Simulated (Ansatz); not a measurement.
Reaction (cleavage of the Ge–Si bond): `[CH3][GeH2][SiH2]P` + H₂Se → `[CH3][GeH2][SeH]` + `[SiH3]P`

Computed with Ansatz on PBE0-D4/def2-TZVP structures; ΔE is electronic, products minus reactants. CCSD(T)/CBS is the MP2 limit (def2-TZVPP, def2-QZVPP) plus CCSD(T) − MP2 in def2-TZVPP, frozen cores. This one scheme is used for every species. DFT in def2-TZVPP. B3LYP here is the variant with VWN-RPA as its local correlation; programs differ in this. For Ge, Se outer-core shells are correlated without core-valence functions, which leaves a few kJ/mol of doubt a bond. Scalar relativity is left out up to krypton. One conformer a species, not always the lowest.

Q: Is it downhill or uphill in electronic energy at CCSD(T)/CBS, and by how much? (An estimate is asked.)

A: The calculation gave: Downhill: ΔE = -42.6 kJ/mol.

Q: What do these levels give: PBE-D4, r2SCAN-D4, B3LYP-D4, B2PLYP, PBE0, B3LYP, HF/def2-TZVPP, CCSD(T)/def2-TZVPP, HF/def2-QZVPP, MP2/def2-QZVPP, SCS-MP2/def2-QZVPP, MP2/CBS(def2)? (Estimate.)

A: Computed: PBE-D4 -35.2, r2SCAN-D4 -41.7, B3LYP-D4 -42.7, B2PLYP -48.1, PBE0 -42.0, B3LYP -47.7, HF/def2-TZVPP -61.9, CCSD(T)/def2-TZVPP -42.9, HF/def2-QZVPP -62.0, MP2/def2-QZVPP -48.0, SCS-MP2/def2-QZVPP -50.0, MP2/CBS(def2) -47.8 kJ/mol.

Largest T1 diagnostic among the species: 0.013.

From PBE to PBE0 (25 % exact exchange), in def2-TZVPP and without D4, ΔE moves by −3.4 kJ/mol. In def2-TZVPP, CCSD(T) changes the Hartree–Fock value by +19.0 kJ/mol (the triples alone add +1.8 kJ/mol) and MP2 by +13.7 kJ/mol.
